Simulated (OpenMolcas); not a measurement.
**Lines of In+: computed and rescaled rates**

```json
{"Program": "OpenMolcas", "Method": "MS-CASPT2, IPEA 0.25 Eh, imaginary shift 0.1 Eh (closed shells correlated: 4d)", "Basis": "ANO-RCC-VTZP [7s6p4d2f1g]", "Scalar Hamiltonian": "DKH2, point nucleus", "Active space": "2 electrons in 4 orbitals (5s 5p)", "State averaging": "2S+1 = 3 even, 3 roots; 2S+1 = 1 even, 7 roots; 2S+1 = 3 odd, 3 roots; 2S+1 = 1 odd, 3 roots", "Spin-orbit coupling": "RASSI with atomic mean-field integrals over the reference wave functions, term energies averaged over their components"}
```

Rates come from the transition moments of the reference wave functions (E1 and E2 in the length form). At fixed line strength A goes as λ^-3 for E1 and M1 and as λ^-5 for E2, so a rate at the computed wavelength can be rescaled to the measured one. Measured vacuum wavelengths follow from level energies in NIST Handbook of Basic Atomic Spectroscopic Data. Branching counts decays inside the model space alone, at computed energies, and the table is only a selection of the E1 lines, drawn from those between levels with measured partners whose computed energy lies within a factor of 1.5 of the measured one.

| Upper | Lower | Type | λ computed (nm) | λ measured (nm) | A computed (s-1) | A rescaled (s-1) | Branching % |
| --- | --- | --- | --- | --- | --- | --- | --- |
| 5p2 3P2 | 5s 5p 1P* 1 | E1 | 241.9 | 235.1 | 9.76e+07 |  | 5.3 |
| 5p2 1D2 | 5s 5p 1P* 1 | E1 | 224.4 | 289.1 | 6.21e+08 | 2.90e+08 | 60.1 |
| 5p2 3P1 | 5s 5p 3P* 2 | E1 | 171.5 | 174.2 | 8.04e+08 | 7.67e+08 | 38.7 |
| 5p2 1S0 | 5s 5p 1P* 1 | E1 | 170.7 | 171.7 | 2.61e+09 | 2.56e+09 | 99.2 |
| 5p2 3P0 | 5s 5p 3P* 1 | E1 | 169.4 | 171.7 | 2.00e+09 | 1.92e+09 | 99.7 |
| 5p2 3P2 | 5s 5p 3P* 2 | E1 | 168.1 | 167.4 | 1.25e+09 | 1.27e+09 | 67.7 |
| 5p2 3P1 | 5s 5p 3P* 1 | E1 | 166 | 167 | 5.31e+08 | 5.22e+08 | 25.6 |
| 5p2 3P1 | 5s 5p 3P* 0 | E1 | 163.6 | 164 | 7.41e+08 | 7.36e+08 | 35.7 |
| 5p2 3P2 | 5s 5p 3P* 1 | E1 | 162.8 | 160.7 | 5.01e+08 | 5.21e+08 | 27.1 |
| 5p2 1D2 | 5s 5p 3P* 2 | E1 | 159.5 | 193.1 | 3.35e+08 |  | 32.4 |
| 5p2 1D2 | 5s 5p 3P* 1 | E1 | 154.7 | 184.2 | 7.77e+07 |  | 7.5 |
| 5p2 1S0 | 5s 5p 3P* 1 | E1 | 127.1 | 128.3 | 2.20e+07 |  | 0.8 |

Spin-changing lines and M1 lines between different terms are not rescaled, since their strength hangs on the term gaps too.

The largest correction is for 5p2 1D2 → 5s 5p 1P* 1 (E1): 6.21e+08 × (224.4 / 289.1)^3 = 2.90e+08 s-1, a factor of 0.47.

The computed rate and branching of 5p2 3P0 → 5s 5p 3P* 1 give the upper level a radiative lifetime of 0.997 / 2.00e+09 s-1 = 4.98e-10 s, counting decays inside the model space alone. The rescaled rate gives about 5.2e-10 s.

The computed order of these levels differs from the measured one in 1 place, and where term gaps are wrong the rates of spin-changing lines can be off by large factors.

No measured rate stands beside these. Rescaling mends the energy factor alone: line strengths can still be far off where a level mixes with configurations outside the active space, and weak or spin-changing lines hang on small mixing coefficients that depend on the term gaps too, so rescaling need not improve them.

CASPT2 does not keep the components of a term degenerate, so their means are used; among the terms shown or strongly mixed into the levels shown the widest spread is 11 cm-1 (5p2 1D). Some levels mix across a computed gap that differs much from the measured one, so their mixing is not that of the real levels. The ¹D term of p² mixes with s d, which this space lacks. Computed and measured levels are paired by configuration, term and J; levels that our copy of the source lacks, or whose pairing is in doubt (as where it misses far off the trend of its configuration), stay unpaired. Levels of configurations outside the active space are missing.

* marks odd parity.
